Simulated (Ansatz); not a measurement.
The cluster Mo₄⁺. Charge 1, multiplicity 2. Geometry PBE-D4/def2-SVP; atoms count from 1.

Cartesian coordinates in Å:
```
Mo 0.1686 1.5385 0.0067
Mo -0.3013 0.1070 -1.5152
Mo 0.5436 -1.4488 0.0286
Mo -0.4109 -0.1967 1.4798
```

In the def2 sets Mo takes a core potential; there is no spin–orbit coupling. The charge 1 doublet is spin-contaminated (final ⟨S²⟩ up to 2.38, 0.75 for a pure state). Another isomer (doublet) lies 0.16 eV lower at PBE0-D4/def2-TZVP; other spin states weren't run for this one.

Problem. Estimate the Mulliken populations from the PBE0/def2-TZVP orbitals of Ansatz.

Solution. 
```
atom  charge (e)  spin (α − β)  d electrons
 Mo1        0.24          2.44         4.81
 Mo2        0.26         -1.94         4.85
 Mo3        0.24          2.44         4.81
 Mo4        0.26         -1.94         4.85
```
Mulliken values depend strongly on the basis.

Problem. Where does the spin sit?

Solution. Summed by element: Mo 1.00, of 1 unpaired in all. Largest on single atoms: Mo1 2.44, Mo3 2.44, Mo2 -1.94.

Problem. And the Mayer bond orders between heavy atoms (over 0.3)?

Solution. Mo1–Mo2 2.73 (2.14 Å); Mo1–Mo3 0.48 (3.01 Å); Mo1–Mo4 1.81 (2.35 Å); Mo2–Mo3 1.81 (2.35 Å); Mo2–Mo4 0.46 (3.01 Å); Mo3–Mo4 2.73 (2.14 Å).
